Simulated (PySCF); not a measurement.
AlHFBr, SMILES [F][AlH][Br]. Atoms are numbered in the order given.

```xyz
4

Al    -0.5247     1.1128     0.0000
H     -2.0160     1.5678     0.0000
F      0.6748     2.2408     0.0000
Br     0.0790    -1.0343     0.0000
```

Geometry optimised at ωB97X-D3(BJ)/def2-TZVP.

These are PySCF with PBE/def2-TZVPD values and carry that method's errors.

Symmetry labels are those of the subgroup Cs that the program uses (full group Cs).

Computed valence orbital energies around the gap with their symmetry:
```
orbital  symmetry  energy (eV)
-------  --------  -----------
HOMO−7         A'       -19.48
HOMO−6         A'       -11.58
HOMO−5         A'        -9.99
HOMO−4         A"        -9.96
HOMO−3         A'        -9.84
HOMO−2         A'        -8.40
HOMO−1         A"        -7.89
HOMO           A'        -7.64
LUMO           A"        -2.10
LUMO+1         A'        -1.64
LUMO+2         A'        -0.28
LUMO+3         A'         0.09
```
